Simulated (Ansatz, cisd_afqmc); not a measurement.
System: CH2N, charge 0, doublet. CH2N (SMILES [N]=C, doublet).
B3LYP-D3(BJ)/def2-TZVP minimum from Ansatz (a quantum-chemistry and plane-wave program):
```
C
N 1 1.2376
H 1 1.0983 2 121.59
H 1 1.0983 3 116.83 2 -180.00
```
Charge 0, spin multiplicity 2.

Total energies in cc-pVDZ, 11 correlated electrons, 2 frozen orbitals. Radicals and triplets start from unrestricted determinants; spin-orbit coupling is neglected. Cores are frozen in correlated methods. No relativity. AFQMC is phaseless with a CISD trial state; ± is one standard error, without the phaseless bias. Outlying blocks are dropped, and bars are widened where a walk drifts. Over all cases where full CI ran beside it in this data, AFQMC minus full CI had a median of +0.1 mEh and passed +0.4 mEh in a tenth of the cases. The UHF reference of CH2N (C=[N], doublet) is spin-contaminated (<S^2> up to 0.18 over the pure value in the sets run).

| method | program | energy (Eh) | minus CCSDTQ (mEh) |
|---|---|---|---|
| HF | Ansatz | -93.44034 | 294.25 |
| MP2 | Ansatz | -93.68696 | 47.63 |
| CCSD | Ansatz | -93.72363 | 10.96 |
| CCSD(T) | Ansatz | -93.73273 | 1.86 |
| CCSDT(Q) | Ansatz | -93.73465 | -0.06 |
| CCSDTQ | Ansatz | -93.73459 | 0.00 |
| AFQMC/CISD | cisd_afqmc | -93.7342 ± 0.0003 | 0.3 ± 0.3 |

Rough core times of Ansatz's runs on a shared machine: CCSD(T) under 20 s, CCSDT(Q) under 20 s, CCSDTQ 20 min.
